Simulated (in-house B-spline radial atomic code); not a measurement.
Configurations of Ti IV (Ti3+), with energies counted from [Ar] 3d1. Method: scalar-relativistic (X2C) PBE0, spin-polarised, spherical fractional occupations, Fermi nucleus of rms radius 3.5921 fm. Calculated with a B-spline radial code for spherical atoms. Shells without spins written out take the highest spin.

Caution: exact exchange at fractional occupations of open shells leaves self-interaction of up to several eV.

Occupations are held fixed; configurations that lie above the ionisation limit could autoionise.

```
                                              configuration  E - E(ref) (eV)  highest orbital  its <r> (bohr)
                                                   [Ar] 4p1           14.741            4p up           2.877
                                                   [Ar] 4d1           22.909            4d up           3.654
                 [Ne] 3s2 3p(3 up, 2 down) 3d(2 up, 0 down)            36.86            3d up           1.246
                                       [Ne] 3s2 3p5 3d1 4s1           47.504            4s up           2.505
[Ne] 3s2 3p(3 up, 2 down) 3d(1 up, 0 down) 4p(1 up, 0 down)           54.117            4p up           2.834
```

Order these further configurations by energy, lowest first.
A. [Ne] 3s2 3p(2 up, 3 down) 3d(1 up, 0 down) 4f(0 up, 1 down)
B. [Ar] 4s1
C. [Ne] 3s2 3p5 3d1 4d1
D. [Ne] 3s2 3p5 3d1 4f1
E. [Ar] 4f1

B (8.2614 eV), E (28.092 eV), C (62.439 eV), D (67.783 eV), A (69.414 eV).

How far above the reference does [Ne] 3s2 3p(2 up, 3 down) 3d(0 up, 1 down) 4d(1 up, 0 down) lie?

62.729 eV; its least bound orbital is 4d up with <r> = 3.656 bohr.
